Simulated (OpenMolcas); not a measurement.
**What dynamic correlation does to the levels of Sb I**

```
Program             : OpenMolcas
Basis               : ANO-R3 [8s7p5d3f2g1h]
Scalar Hamiltonian  : X2C, finite nucleus
Active space        : 3 electrons in 3 orbitals (5p)
State averaging     : 2S+1 = 4 odd, 1 root; 2S+1 = 2 odd, 8 roots
Spin-orbit coupling : state interaction with AMFI integrals over the reference wave functions, term energies averaged over their components
```

Methods on the same reference wave functions:
A. CASSCF
B. SS-CASPT2, IPEA 0.25 Eh, imaginary shift 0.1 Eh (closed shells correlated: 4d 5s)
C. XMS-CASPT2, IPEA 0.25 Eh, imaginary shift 0.1 Eh (closed shells correlated: 4d 5s)

Energies in cm⁻¹ above 5s² 5p³ ⁴S°_3/2, the measured ground level; measured values from NIST Handbook of Basic Atomic Spectroscopic Data.

```
          Level      A      B      C  Measured
5s² 5p³ ⁴S°_3/2    0.0    0.0    0.0       0.0
5s² 5p³ ²D°_3/2  12479   9380   8840      8512
5s² 5p³ ²D°_5/2  13394  10420   9920      9854
5s² 5p³ ²P°_1/2  21930  17430  16460     16395
5s² 5p³ ²P°_3/2  23198  18920  18030     18464
```

Deviations, from unrounded energies. A percentage is the sum of absolute deviations over the sum of measured energies, with the sign that they share, or ± where signs differ.

| Against measurement | Levels | A | B | C |
| --- | --- | --- | --- | --- |
| mean absolute deviation (cm-1) | 4 | 4400 | 730 | 230 |
| other terms of the ground configuration (%) | 4 | +33.4 | +5.5 | ±1.7 |

C lies closest to measurement on these levels and A furthest from it. The largest miss of C in the table is 5s² 5p³ ²P°_3/2, by -440 cm-1. The ranking rests on the paired levels alone, and a cruder setting can come out closer through cancelling errors.

Between B and C the level of the table that moves most is 5s² 5p³ ²P°_1/2, by 960 cm-1 (lowest in C, highest in B). Moves below CASPT2's spread within the term are not significant.

The mean deviations of B to C differ by less than CASPT2's widest spread within a term (1600 cm-1), so their order carries little weight.

From A to B the spin-free energies of the other terms of 5s² 5p³ shown, above ⁴S°, scale by factors of 0.76 to 0.79.

The lowest spin-free term lies below A's lowest term by 0.575 hartree in B, 0.575 hartree in C.

CASPT2 breaks the degeneracy within a term, and the mean is taken; among the terms shown or strongly mixed into the levels shown the widest spread is 1600 cm-1 (5s² 5p³ ²D°, C). With the s shell closed, the reference lacks s² → p² mixing. Measured partners are found by configuration, term and J. A level has none where our copy of the source lacks it or the pairing is in doubt (some pairs that miss far off the trend of their configuration count as doubtful), and it then counts in no deviation. Only configurations of the active space appear.

° marks odd parity.
